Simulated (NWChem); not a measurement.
System: C₅H₅N; SMILES C=C/C=C/C#N

Here is an NWChem input.

```
start job
memory heap 200 mb stack 900 mb global 1100 mb
geometry units angstroms noautosym nocenter noautoz
  C      0.415487    -2.841877     0.000000
  C     -0.353954    -1.741674     0.000000
  C      0.181731    -0.393910     0.000000
  C     -0.586936     0.718058     0.000000
  C     -0.043338     2.034576     0.000000
  N      0.384723     3.117887     0.000000
  H      1.501042    -2.777085     0.000000
  H     -0.014216    -3.838699     0.000000
  H     -1.439004    -1.839535     0.000000
  H      1.265273    -0.288838     0.000000
  H     -1.672442     0.645034     0.000000
end
basis spherical
  C library def2-svp
  N library def2-svp
  H library def2-svp
end
dft
  xc m05-2x
  iterations 150
end
cosmo
  do_cosmo_smd true
  solvent water
end
task dft energy
```

Excerpt of the output:

```
             Northwest Computational Chemistry Package (NWChem) 7.3.0
             --------------------------------------------------------

                             Geometry "geometry" -> ""
                             -------------------------

 Output coordinates in angstroms (scale by  1.889725989 to convert to a.u.)

  No.       Tag          Charge          X              Y              Z
 ---- ---------------- ---------- -------------- -------------- --------------
    1 C                    6.0000     0.41548700    -2.84187700     0.00000000
    2 C                    6.0000    -0.35395400    -1.74167400     0.00000000
    3 C                    6.0000     0.18173100    -0.39391000     0.00000000
    4 C                    6.0000    -0.58693600     0.71805800     0.00000000
    5 C                    6.0000    -0.04333800     2.03457600     0.00000000
    6 N                    7.0000     0.38472300     3.11788700     0.00000000
    7 H                    1.0000     1.50104200    -2.77708500     0.00000000
    8 H                    1.0000    -0.01421600    -3.83869900     0.00000000
    9 H                    1.0000    -1.43900400    -1.83953500     0.00000000
   10 H                    1.0000     1.26527300    -0.28883800     0.00000000
   11 H                    1.0000    -1.67244200     0.64503400     0.00000000

 Effective nuclear repulsion energy (a.u.)     177.7048521341

                                 NWChem DFT Module
                                 -----------------

 Summary of "ao basis" -> "ao basis" (spherical)
 ------------------------------------------------------------------------------
       Tag                 Description            Shells   Functions and Types
 ---------------- ------------------------------  ------  ---------------------
 C                          def2-svp                 6       14   3s2p1d
 N                          def2-svp                 6       14   3s2p1d
 H                          def2-svp                 3        5   2s1p

 in cosmo_initialize ...
 calling solv_data for solv:h2o

 solvent parameters
 solvname_short: h2o
 solvname_long:  water
 dielec:       78.4000
 dielecinf:     1.7769
 aqueous SMD model solvent descriptors
 dielec:       78.4000
 sola:          0.8200

[...]

                                COSMO-SMD solvation results
                                ---------------------------

             internal energy in gas <Psi(g)|H|Psi(g)> =      -248.003632244416
         internal energy in solvent <Psi(s)|H|Psi(s)> =      -248.000787320618
                               delta internal energy  =         0.002844923798 (    1.79 kcal/mol)
   total free energy in solvent <Psi(s)|H+V/2|Psi(s)> =      -248.016759484972
 polarization energy contribution <Psi(s)|V/2|Psi(s)> =        -0.015972164355 (  -10.02 kcal/mol)
    total free energy in solvent including G(SMD-CDS) =      -248.008035336246
                       G(SMD-CDS) energy contribution =         0.008724148726 (    5.47 kcal/mol)
     1 M fixed-concentration free energy of solvation =        -0.004403091830 (   -2.76 kcal/mol)

                       DFT Final Molecular Orbital Analysis
                       ------------------------------------

 Vector   19  Occ=2.000000D+00  E=-4.145820D-01
              MO Center=  7.2D-02,  2.3D+00,  3.3D-11, r^2= 2.2D+00
   Bfn.  Coefficient  Atom+Function         Bfn.  Coefficient  Atom+Function
  ----- ------------  ---------------      ----- ------------  ---------------
    74      0.399626   6 N  px               60     -0.345204   5 C  px
    77     -0.245674   6 N  px               63     -0.215258   5 C  px
    75     -0.167717   6 N  py               46      0.156824   4 C  px
   105     -0.154960  11 H  s                61      0.120757   5 C  py
    33      0.111719   3 C  py               49      0.104964   4 C  px

 Vector   20  Occ=2.000000D+00  E=-4.007087D-01
              MO Center=  3.0D-02, -3.5D-01, -2.9D-10, r^2= 5.2D+00
   Bfn.  Coefficient  Atom+Function         Bfn.  Coefficient  Atom+Function
  ----- ------------  ---------------      ----- ------------  ---------------
    20      0.311973   2 C  pz               34      0.266264   3 C  pz
    76      0.251705   6 N  pz                6      0.227846   1 C  pz
    23      0.198157   2 C  pz               62     -0.190303   5 C  pz
    37      0.162040   3 C  pz               79     -0.159356   6 N  pz
     9      0.142415   1 C  pz               48      0.129012   4 C  pz

 Vector   21  Occ=2.000000D+00  E=-3.055130D-01
              MO Center= -4.5D-02, -5.6D-01,  5.3D-11, r^2= 5.2D+00
   Bfn.  Coefficient  Atom+Function         Bfn.  Coefficient  Atom+Function
  ----- ------------  ---------------      ----- ------------  ---------------
    48     -0.329579   4 C  pz                6      0.312490   1 C  pz
    51     -0.268518   4 C  pz               20      0.244740   2 C  pz
     9      0.238534   1 C  pz               76     -0.218887   6 N  pz
    34     -0.209063   3 C  pz               23      0.188878   2 C  pz
    79      0.163167   6 N  pz               37     -0.150786   3 C  pz

 Vector   22  Occ=0.000000D+00  E=-3.707937D-02
              MO Center=  5.4D-02, -3.1D-01,  5.2D-10, r^2= 5.4D+00
   Bfn.  Coefficient  Atom+Function         Bfn.  Coefficient  Atom+Function
  ----- ------------  ---------------      ----- ------------  ---------------
    37     -0.392730   3 C  pz                9      0.380017   1 C  pz
    51      0.358117   4 C  pz               34     -0.326155   3 C  pz
     6      0.307758   1 C  pz               48      0.282134   4 C  pz
    79     -0.252921   6 N  pz               76      0.229465   6 N  pz
    23     -0.176404   2 C  pz               62      0.153485   5 C  pz

[...]
```

Level: M05-2X/def2-SVP, SMD on the gas-phase geometry. Structure relaxed at the B3LYP/6-31G* (spherical d) level. Solvent: water.
